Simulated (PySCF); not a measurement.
## Basis and Hamiltonian dependence of the excitation energy of Ni

Ni [Ar] 3d8 4s2 (3F) → Ni [Ar] 3d10 (1S). Calculated with PySCF 2.14 from differences of total energies of unrestricted determinants, without spin-orbit coupling. Values in eV.

```tsv
basis	Hamiltonian	functions	UHF	PBE	PBE0	MP2 (valence)	CCSD(T) (valence)	CCSD(T) (valence and next inner shell)
Sapporo-DKH3-DZP-2012	spin-free X2C	40	6.630	1.906	2.806	1.184	n/a	n/a
ANO-RCC-VTZP	spin-free X2C	59	6.462	1.429	2.433	0.356	2.573	2.252
x2c-TZVPPall	spin-free X2C	64	6.311	1.144	2.221	0.041	2.420	2.202
def2-TZVPPD	non-relativistic	67	5.741	0.530	1.615	-0.518	1.834	1.607
x2c-TZVPPall with one added diffuse shell each of s, p, d, f type	spin-free X2C	80	6.301	1.058	2.172	-0.147	2.223	2.009
aug-cc-pVTZ	non-relativistic	93	5.756	0.448	1.570	-0.744	1.633	n/a
aug-cc-pVTZ-DK	spin-free X2C	93	6.326	1.058	2.174	-0.191	2.215	n/a
dyall-av2z	non-relativistic	101	5.721	0.444	1.563	-0.562	1.752	n/a
x2c-QZVPPall	spin-free X2C	108	6.334	1.062	2.174	-0.198	n/a	n/a
aug-cc-pwCVTZ-DK	spin-free X2C	127	6.338	1.053	2.174	-0.220	n/a	n/a
x2c-QZVPPall with one added diffuse shell each of s, p, d, f, g type	spin-free X2C	133	6.334	1.045	2.167	-0.230	n/a	n/a
```

Frozen in the all-electron rows: valence: [Ar]; valence and next inner shell: [Ne].

Non-relativistic rows lack the scalar-relativistic shift.
